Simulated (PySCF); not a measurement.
W(O)2(F)2 cation (F₂O₂W), SMILES [O]=[W](=[O])([F])[F] (connectivity only; charge and spin as stated), charge +1, multiplicity 2.

Geometry optimised at B3LYP-D3(BJ)/def2-SVP. The spin state was assumed, not searched. The isomer is the one that the SMILES or the coordinates give; other isomers of the formula were not compared. The def2 effective core potentials stand for the cores of W; spin–orbit coupling is left out.

The numbers are results of PBE/def2-TZVP in PySCF, not measurements.

```yaml
total_energy: -416.91522 hartree
point_group: C2v
"α spin, highest occupied and lowest empty level": -16.63 and -10.69 eV
"β spin, highest occupied and lowest empty level": -16.32 and -14.93 eV
dipole_moment_about_the_centre_of_nuclear_charge: 0.43 D
mean_static_polarisability: 39.0 bohr³ (5.78 Å³)
polarisability_principal_values: 35.2, 38.9, 43.0 bohr³
"⟨S²⟩": 0.770 (pure state 0.75)
```
